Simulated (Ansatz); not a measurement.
Basis sets compared for the cluster TaGe12. Total charge 0; doublet. Geometry PBE-D4/def2-SVP. Ansatz on 2 threads of AMD EPYC 7R13 on a shared host and a share (18 GiB) of an NVIDIA H100 80GB HBM3; times are rough, and most runs start from earlier orbitals.

Cartesian coordinates in Å:
```
Ta -0.5005 -0.3602 -0.7931
Ge 0.3409 -0.7242 1.7433
Ge 0.3552 -2.5004 -2.1973
Ge 0.7691 -0.0172 -3.0208
Ge 0.7905 1.6138 4.9443
Ge 1.8530 1.0616 2.7256
Ge -0.5289 1.5697 0.8145
Ge -0.9286 3.3932 5.2438
Ge 1.2333 -2.3564 0.1238
Ge -0.5221 -2.8457 -4.5120
Ge -0.5255 2.5968 3.0034
Ge -1.8392 -1.1029 -2.9354
Ge -0.4973 -0.3280 -5.1403
```

In the def2 sets Ta takes a core potential; there is no spin–orbit coupling. Single mean-field runs in def2-SVP, def2-TZVP are fitted with def2-universal-jkfit. Another isomer (doublet) lies 2.49 eV lower at PBE0-D4/def2-TZVP; other spin states weren't run for this one.

Binding counts from free atoms (Ta quartet, Ge triplet) in the same basis, without a counterpoise term.

| level | functions | energy (Eh) | HOMO (eV) | LUMO (eV) | binding per atom (eV) | wall time |
| --- | --- | --- | --- | --- | --- | --- |
| PBE-D4/def2-SVP | 416 | -24974.5446 | -4.54 | -4.29 | 3.35 | 7.5 s |
| PBE0-D4/def2-SVP | 416 | -24975.0550 | -5.19 | -3.90 | 3.13 | 15 s |

Problem. Estimate the rows for PBE-D4/def2-TZVP (with forces), PBE0-D4/def2-TZVP.

Solution. 
```tsv
level	functions	energy (Eh)	HOMO (eV)	LUMO (eV)	binding per atom (eV)	wall time
PBE-D4/def2-TZVP (with forces)	616	-24977.6985	-4.49	-4.23	3.39	14 s
PBE0-D4/def2-TZVP	616	-24978.2075	-5.12	-3.82	3.19	21 s
```
